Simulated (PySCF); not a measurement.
C6H12O, SMILES CC(C)(/C=C\O)C, GFN2-xTB optimised geometry.

```
19

C     -0.66    -1.51     1.18
C     -0.17    -0.67     0.00
C     -0.67    -1.32    -1.30
C      1.37    -0.67     0.00
C     -0.63     0.77     0.00
C     -1.25     1.51     0.91
O     -1.67     1.19     2.16
H     -0.37    -2.55     1.02
H     -1.75    -1.48     1.26
H     -0.20    -1.19     2.12
H     -1.76    -1.33    -1.32
H     -0.32    -0.76    -2.17
H     -0.31    -2.34    -1.37
H      1.75    -0.12    -0.86
H      1.75    -0.19     0.90
H      1.75    -1.69    -0.04
H     -0.39     1.28    -0.92
H     -1.48     2.55     0.70
H     -1.47     0.27     2.35
```

Density from PySCF with CAM-B3LYP/def2-SVP at that geometry.

Minimum of the electron density along straight lines between bonded atoms, close to the bond critical point (lines longer than 1.1 times the sum of covalent radii, or with two minima, are not listed):

```csv
bond,length / Å,ρ at the minimum / e bohr⁻³,∇²ρ there / e bohr⁻⁵,position (fraction from the first atom)
C1–C2,1.532,0.244,-0.56,0.51
C2–C3,1.536,0.244,-0.56,0.50
C2–C4,1.536,0.243,-0.56,0.50
C2–C5,1.512,0.252,-0.59,0.49
C5–C6,1.327,0.343,-0.91,0.48
C6–O7,1.355,0.289,(withheld),0.33
C1–H8,1.089,0.276,-1.02,0.63
C1–H9,1.089,0.276,-1.01,0.62
C1–H10,1.090,0.275,-0.99,0.62
C3–H11,1.088,0.277,-1.03,0.63
C3–H12,1.087,0.277,-1.03,0.63
C3–H13,1.088,0.277,-1.02,0.62
C4–H14,1.087,0.277,-1.03,0.63
C4–H15,1.088,0.277,-1.03,0.63
C4–H16,1.088,0.276,-1.01,0.62
C5–H17,1.081,0.280,-1.04,0.63
C6–H18,1.082,0.289,-1.15,0.64
O7–H19,0.964,0.355,(withheld),0.82
```

### Question
Some entries are withheld; supply them.

### Answer

- C6–O7, ∇²ρ there / e bohr⁻⁵: -0.29
- O7–H19, ∇²ρ there / e bohr⁻⁵: -2.36
